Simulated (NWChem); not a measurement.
System: CH$_{6}$AlOP; SMILES [CH3][Al]([OH])[PH2]

NWChem input:

```
start job
memory heap 200 mb stack 900 mb global 1100 mb
geometry units angstroms noautosym nocenter noautoz
  Al    -0.032422    -0.550684     0.020550
  C      1.454414    -1.804606     0.069551
  H      1.905328    -1.914277    -0.931495
  H      1.119916    -2.801994     0.395313
  H      2.257971    -1.469277     0.745327
  O     -1.605592    -1.212632     0.087634
  H     -2.436441    -0.736330     0.064567
  P      0.254029     1.774052    -0.010006
  H     -0.767539     1.988597    -0.987649
  H      1.307571     1.702563    -0.974472
end
basis spherical
  * library def2-svp
end
dft
  xc pbe0
  iterations 150
end
property
  efieldgrad
end
task dft property
```

Geometry: optimised at PBE0/def2-SVP.

Vzz is the largest principal value of the second derivative of the potential at the nucleus (NWChem prints the opposite sign); η is the asymmetry. Non-relativistic.

Atoms are numbered as in the input.

Q: Give the results of this calculation. (PBE0/def2-SVP.) Quantities: Vzz Al1 (a.u.); η Al1; Vzz O6 (a.u.); η O6.

A: 
| Property | Value |
|---|---|
| Vzz Al1 (a.u.) | 0.892 |
| η Al1 | 0.39 |
| Vzz O6 (a.u.) | 1.358 |
| η O6 | 0.06 |
